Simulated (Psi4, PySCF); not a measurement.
methane (CH₄), singlet, at a GFN2-xTB geometry, atoms displaced at random by about 0.08 Å a coordinate. Base run: TPSS/cc-pVDZ, gradient (PySCF).

The PySCF input:
```python
from pyscf import gto, scf, dft

mol = gto.M(
    atom='''
C    -0.039128    0.131427   -0.056731
H     0.710621    0.506480    0.626749
H    -0.656820   -0.610084    0.630204
H     0.596878   -0.678757   -0.724132
H    -0.598511    0.488384   -0.615612
''',
    basis='cc-pvdz',
    charge=0,
    spin=0,
    verbose=4,
)

mf = dft.RKS(mol)
mf.xc = 'tpss'
mf.kernel()
g = mf.nuc_grad_method()
grad = g.kernel()
```

Programs used: Psi4, PySCF; a row that names a program was run with it.

The coordinate followed is y of atom 4.

Variants of this job, named by their change:

```json
[
 {"change": "base", "dE/dx (Eh/bohr)": "-0.032699", "net force (Eh/bohr)": "0.000004"},
 {"change": "grids.level = 5; grid_response = off", "dE/dx (Eh/bohr)": "-0.032699", "net force (Eh/bohr)": "0.000003"},
 {"change": "finite difference step (bohr) = 0.2; conv_tol = 1e-11", "dE/dx (Eh/bohr)": "-0.031846", "net force (Eh/bohr)": "-"},
 {"change": "finite difference step (bohr) = 1e-4; conv_tol = 1e-11", "dE/dx (Eh/bohr)": "-0.032698", "net force (Eh/bohr)": "-"},
 {"change": "code = psi4", "dE/dx (Eh/bohr)": "-0.032697", "net force (Eh/bohr)": "0.000006"},
 {"change": "grid_response = on", "dE/dx (Eh/bohr)": "-0.032697", "net force (Eh/bohr)": "0.000000"},
 {"change": "grids.level = 5; grid_response = on", "dE/dx (Eh/bohr)": "-0.032699", "net force (Eh/bohr)": "0.000000"},
 {"change": "density fitting = on", "dE/dx (Eh/bohr)": "-0.032663", "net force (Eh/bohr)": "0.000004"},
 {"change": "conv_tol = 1e-6", "dE/dx (Eh/bohr)": "-0.032703", "net force (Eh/bohr)": "0.000004"},
 {"change": "finite difference step (bohr) = 1e-3; conv_tol = 1e-11", "dE/dx (Eh/bohr)": "-0.032698", "net force (Eh/bohr)": "-"},
 {"change": "grids.level = 0; grid_response = off", "dE/dx (Eh/bohr)": "-0.034019", "net force (Eh/bohr)": "0.013895"},
 {"change": "conv_tol = 1e-4", "dE/dx (Eh/bohr)": "-0.032784", "net force (Eh/bohr)": "0.000004"}
]
```

The net force is zero for an exact gradient.
